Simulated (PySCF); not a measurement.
## `CN[C@H](C)[C@H](C)[SiH3]`, C5H15NSi

Geometry:
| atom | x (Å) | y (Å) | z (Å) |
| --- | --- | --- | --- |
| C1 | -1.971 | -1.524 | -0.195 |
| N2 | -0.688 | -0.872 | -0.352 |
| C3 | -0.460 | 0.305 | 0.478 |
| C4 | -1.261 | 1.537 | 0.050 |
| C5 | 1.060 | 0.488 | 0.504 |
| C6 | 1.609 | 1.294 | -0.668 |
| Si7 | 1.743 | -1.298 | 0.500 |
| H8 | -1.982 | -2.430 | -0.800 |
| H9 | -2.095 | -1.807 | 0.850 |
| H10 | -2.825 | -0.898 | -0.489 |
| H11 | -0.550 | -0.623 | -1.327 |
| H12 | -0.773 | 0.025 | 1.492 |
| H13 | -1.075 | 1.776 | -0.995 |
| H14 | -0.983 | 2.394 | 0.659 |
| H15 | -2.327 | 1.361 | 0.179 |
| H16 | 1.337 | 1.012 | 1.422 |
| H17 | 1.311 | 0.859 | -1.620 |
| H18 | 2.697 | 1.298 | -0.632 |
| H19 | 1.269 | 2.329 | -0.641 |
| H20 | 1.004 | -2.146 | 1.430 |
| H21 | 3.130 | -1.200 | 1.000 |
| H22 | 1.820 | -1.860 | -0.845 |

The calculation used PySCF, TDDFT CAM-B3LYP/def2-SVPD circular dichroism and optical rotation, one conformer, gas phase. Geometry: GFN2-xTB.

The molecule is flexible and this is one conformer; a measurement averages over conformers. States above about 8.0 eV (minus the energy of the highest occupied orbital) lie near or above the ionisation threshold and depend on the basis.

Stereocentres: C3 R, C5 S.

Problem. What is the specific rotation at 633, 589.3, 546, 436, 405, 365, 355 nm?

Solution. [α] in deg dm⁻¹ (g/mL)⁻¹:
| λ (nm) | origin-invariant length gauge | modified velocity gauge | length gauge (centre of mass) | isotropic polarisability (au) |
| --- | --- | --- | --- | --- |
| 633 | -92.1 | -81.5 | -92.2 | 98.7 |
| 589.3 | -108.3 | -96.1 | -108.5 | 99.1 |
| 546 | -129.3 | -115.0 | -129.6 | 99.5 |
| 436 | -225.1 | -201.8 | -225.5 | 101.3 |
| 405 | -273.7 | -246.4 | -274.3 | 102.1 |
| 365 | -367.2 | -332.8 | -368.0 | 103.5 |
| 355 | -398.9 | -362.3 | -399.8 | 103.9 |

Problem. And for the mirror image at 589.3 nm?

Solution. +108.3 deg dm⁻¹ (g/mL)⁻¹ (origin-invariant length gauge): the same size and the opposite sign.

Problem. What is the molar rotation [Φ] = [α]·M/100 of the geometry above at 589.3 nm?

Solution. With M = 117.27 g/mol, -127.0 deg cm² dmol⁻¹ (origin-invariant length gauge).

The first excitation lies at 6.25 eV (198 nm) with R = -9.9 × 10⁻⁴⁰ esu² cm² (velocity form).
